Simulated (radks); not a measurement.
Values are calculated unless marked as measured or tabulated.
Question: Neutral niobium, configuration [Kr] 4d5 (not the ground configuration). Level of theory: non-relativistic Kohn-Sham, SCAN, spin-unpolarised, spherical densities, point nucleus; meta-GGA in the generalised Kohn-Sham scheme; relativity is left out, which matters for an element this heavy (a radial shooting solver on a logarithmic mesh with Libxc functionals). Some entries of the table are withheld. Estimate them.

orbital,occ.,eigenvalue (eV),<r> (bohr),<r^2> (bohr^2)
1s,2,-18398.07,(1),0.001853
2s,2,-2542.552,(2),(3)
2p,6,-2332.777,(4),0.02382
3s,2,-426.1551,0.4536,0.2356
3p,6,-345.6954,0.4501,(5)
3d,10,-199.8467,0.4320,0.2248
4s,2,(6),1.194,1.618
4p,6,-33.1154,1.323,2.013
4d,5,-1.8040,2.384,7.536

Answer: 
(1) 1s <r> (bohr): 0.03721
(2) 2s <r> (bohr): 0.1628
(3) 2s <r^2> (bohr^2): 0.03117
(4) 2p <r> (bohr): 0.1398
(5) 3p <r^2> (bohr^2): 0.2357
(6) 4s eigenvalue (eV): -55.2400
